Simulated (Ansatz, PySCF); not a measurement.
This Ansatz (a first-principles code) input computes a r2SCAN/def2-TZVPD energy:

Ansatz 0.2 input:
```yaml
crystal:
  periodic: [false, false, false]
  atoms:
    - {symbol: As, position_ang: [-0.01946706, -0.02930590, 0.05119338]}
    - {symbol: H, position_ang: [-0.57983965, 1.11526124, -0.82569952]}
    - {symbol: H, position_ang: [1.22225249, -0.14816670, -0.86368213]}
basis:
  gaussian:
    orbitals: def2-TZVPD
hamiltonian:
  xc: {name: r2SCAN}
total_charge: -1
output: {forces: true}
```

**Question.** Write an input for the same energy in PySCF and say what it gives.

**Answer.** 
```python
from pyscf import gto, scf, dft

mol = gto.M(
    atom='''
    As   -0.01946706   -0.02930590    0.05119338
    H    -0.57983965    1.11526124   -0.82569952
    H     1.22225249   -0.14816670   -0.86368213
    ''',
    basis='def2-tzvpd',
    charge=-1,
    spin=0,
    verbose=4,
)

mf = dft.RKS(mol, xc='r2scan').density_fit(auxbasis='def2-universal-jkfit')
mf.grids.level = 4
mf.conv_tol = 1e-9
mf.max_cycle = 100
mf.max_memory = 1500
mf.kernel()
if not mf.converged:
    mf = mf.newton()
    mf.kernel(mf.make_rdm1())
mf.analyze()
```
It gives -2237.06107 Eh, and Ansatz -2237.06092 Eh, a difference of 0.15 mEh, from the treatment of integrals and grids.

Whether it binds its extra electron was not tested at this geometry.
